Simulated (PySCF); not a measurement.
Pt(Cl)4, SMILES [Cl][Pt-2]([Cl])([Cl])[Cl] (Cl4Pt (anion, charge -2)), PBE0/def2-SVP optimised geometry.

```
5

Pt     0.00     0.00     0.00
Cl     0.00     2.37     0.00
Cl    -2.37     0.00     0.00
Cl     0.00    -2.37     0.00
Cl     2.37     0.00     0.00
```

Density from PBE0/def2-TZVPD, def2 effective core potentials past Kr (PySCF) at that geometry. The core electrons that the potentials of Pt replace are not part of the density.

Minimum of the electron density along straight lines between bonded atoms, close to the bond critical point (lines longer than 1.1 times the sum of covalent radii, or with two minima, are not listed):

| bond | length / Å | ρ at the minimum / e bohr⁻³ | ∇²ρ there / e bohr⁻⁵ | position (fraction from the first atom) |
|---|---|---|---|---|
| Pt1–Cl2 | 2.370 | 0.087 | 0.20 | 0.48 |
| Pt1–Cl3 | 2.370 | 0.087 | 0.20 | 0.48 |
| Pt1–Cl4 | 2.370 | 0.087 | 0.20 | 0.48 |
| Pt1–Cl5 | 2.370 | 0.087 | 0.20 | 0.48 |
